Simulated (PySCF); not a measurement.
Calculated NMR data

Equivalent nuclei averaged, one conformer, gas phase, non-relativistic Hamiltonian. Geometry from GFN2-xTB; shielding tensors at PBE0/pcSseg-1 (GIAO); PySCF 2.14.0 with density-fitted response routines.

References, each an isolated molecule treated in the same way: ¹H, ¹³C vs TMS. Splittings of carbon signals by F and P are missing where no couplings were computed. Where no couplings were computed, multiplicities follow the n + 1 count of equivalent neighbours, and m marks all less simple cases (inequivalent or close neighbours, rings, F or P nearby). Shifts are as computed. Against solution values, carbons near 30 ppm lie about +3 ppm off and those near 130 ppm about +5 ppm. Of 1309 compounds with measured shifts, 239 miss one by over three times the rms of a fit or turn the order of signals round; such compounds aren't used in these exercises.

Compound 1 (C5H9FO2Si). ¹H NMR (400 MHz, computed): δ 9.97 (m, 1H), 6.62 (m, 1H), 4.68 (m, 2H), 3.52 (s, 3H), 3.44 (t, 2H). ¹³C{¹H} NMR (computed): δ 199.2 (C), 195.7 (CH), 136.5 (CH), 65.2 (CH3), 64.0 (CH2). Structure: SMILES C(/C=C(\[SiH2]COC)F)=O.

Compound 2 (C5H9FO2Si). ¹H NMR (400 MHz, computed): δ 12.32 (m, 1H), 5.31 (m, 1H), 4.83 (m, 1H), 2.62 (s, 3H), 1.64 (m, 3H). ¹³C{¹H} NMR (computed): δ 247.8, 242.4, 87.1, 43.9, 20.9. Structure: `CC(=O)[Si@@H](C=O)[C@@H](C)F`.
